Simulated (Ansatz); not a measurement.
Consider the substitution at a C–O bond: `COC=C=N` + `[BH2][GeH2][OH]` → `[BH2][GeH2][O]C` + `N=C=CO`.

Gas-phase electronic energies from Ansatz, PBE0-D4/def2-TZVP geometries. CCSD(T)/CBS adds triple-zeta CCSD(T) − MP2 to the extrapolated MP2 energy (def2 sets, frozen cores). DFT in def2-TZVPP. B3LYP here is the variant with VWN-RPA as its local correlation; programs differ in this. For Ge outer-core shells are correlated without core-valence functions, which leaves a few kJ/mol of doubt a bond. Scalar relativity is left out up to krypton. Each species was taken in one conformer, which may not be the lowest.

`COC=C=N`:

```xyz
10

C     1.038    1.331   -0.464
O     0.875    0.170    0.323
C    -0.442   -0.145    0.531
C    -0.922   -1.323    0.215
N    -1.414   -2.380   -0.151
H     2.108    1.524   -0.526
H     0.631    1.187   -1.471
H     0.542    2.194   -0.002
H    -1.078    0.587    1.024
H    -1.339   -3.144    0.522
```

`[BH2][GeH2][OH]`:

Z-matrix (Å, degrees):
```
Ge
O 1 1.791
B 1 2.050 2 108.1
H 1 1.549 2 108.7 3 -122.0
H 1 1.549 2 108.7 3 122.1
H 2 0.959 1 112.5 3 -179.9
H 3 1.195 1 119.5 2 179.8
H 3 1.193 1 121.4 2 -0.3
```

`[BH2][GeH2][O]C`:

```xyz
11

B     1.143   -1.640   -1.452
Ge   -0.281   -0.680   -0.335
O     0.446    0.799    0.355
C    -0.364    1.615    1.161
H     2.247   -1.202   -1.556
H     0.867   -2.659   -2.012
H    -1.517   -0.251   -1.165
H    -0.808   -1.538    0.843
H    -1.236    2.001    0.615
H    -0.729    1.086    2.052
H     0.232    2.469    1.494
```

`N=C=CO`:

Cartesian coordinates in Å:
```
N 1.091 0.237 -1.427
C 0.204 0.118 -0.586
C -0.707 0.173 0.354
O -0.528 -0.168 1.671
H 1.247 -0.603 -1.989
H -1.720 0.462 0.111
H 0.412 -0.219 1.864
```

```csv
level,ΔE (kcal/mol)
B3LYP-D4,2.6
ωB97M-V,2.9
HF/def2-TZVPP,3.9
HF/def2-QZVPP,3.9
```

Question: What does CCSD(T)/CBS give? (Best estimate.)

Answer: The calculation gave: +2.7 kcal/mol. The listed levels differ from it by -0.1, 0.2, 1.2, 1.2 kcal/mol.

Largest T1 diagnostic among the species: 0.014.
